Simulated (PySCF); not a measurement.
Geometries of 2 isomers of CH5ClSn, from PBE0-D3(BJ)/def2-SVP geometry optimisation, gas phase, def2 core potentials past Kr in PySCF. One conformer each, no zero-point energy, no frequencies.

Question: Which isomer lies lower at this level?
A.
```xyz
8
angstrom
Cl    -3.263    1.371    1.491
C     -2.523    0.033    0.563
Sn    -0.362    0.198    0.619
H     -2.856   -0.914    1.008
H     -2.899    0.087   -0.467
H      0.330   -1.099   -0.269
H      0.081    1.695   -0.077
H      0.134    0.126    2.254
```
B.
```xyz
8
angstrom
Sn     0.572   -0.688    0.359
H      0.480   -0.958    2.047
H      2.185   -0.722   -0.214
C     -0.542    1.012   -0.298
H     -0.130    1.933    0.138
H     -1.589    0.897    0.012
H     -0.494    1.073   -1.394
Cl    -0.482   -2.547   -0.651
```

Answer: B. That is SnH2MeCl, `[H][Sn]([H])([CH3])[Cl]`, 41.8 kcal/mol below the other.

```json
{"SMILES": "[H][Sn]([H])([CH3])[Cl]", "atoms numbered as above": "–", "E (Eh)": "-715.26727", "relative (kcal/mol)": "0.0", "relative (kJ/mol)": "0.0", "dipole (D)": "3.01"}
{"SMILES": "Cl[CH2][SnH3]", "atoms numbered as above": "[Cl:1][CH2:2][SnH3:3]", "E (Eh)": "-715.20062", "relative (kcal/mol)": "41.8", "relative (kJ/mol)": "175.0", "dipole (D)": "1.65"}
```
